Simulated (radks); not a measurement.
Pt3+, configuration [Xe] 4f14 5d6 6d1 (not the ground configuration). All-electron calculation, Dirac Kohn-Sham, PBE, spin-unpolarised, spherical densities, point nucleus; open shells fill j = l - 1/2 first. Program: a radial shooting solver on a logarithmic mesh with Libxc functionals.

Radial electron density D(r) = 4 pi r^2 rho(r):

```
   r/bohr * D(r) (the largest magnitude, 144, reaches the edge; | marks zero)
 0.003078 |                 *
 0.004205 |                        *
 0.005745 |                               *
 0.007848 |                                      *
  0.01072 |                                          *
  0.01465 |                                         *
  0.02017 |                                     *
  0.02756 |                                      *
  0.03765 |                                               *
  0.05143 |                                                      *
  0.07026 |                                                *
  0.09599 |                                          *
   0.1311 |                                                 *
   0.1806 |                                            *
   0.2467 |                            *
   0.3371 |                              *
   0.4605 |                            *
   0.6291 |              *
   0.8594 |       *
    1.174 |     *
    1.617 | *
    2.209 |*
    3.018 *
    4.123 *
    5.632 *
    7.694 *
    10.51 *
```

D(r) has 4 maxima, at r = 0.0116, 0.0527, 0.147, 0.383 bohr, and minima at 0.0227, 0.0945, 0.272 bohr, inside which lie 2.03, 11.07, 30.02 electrons.
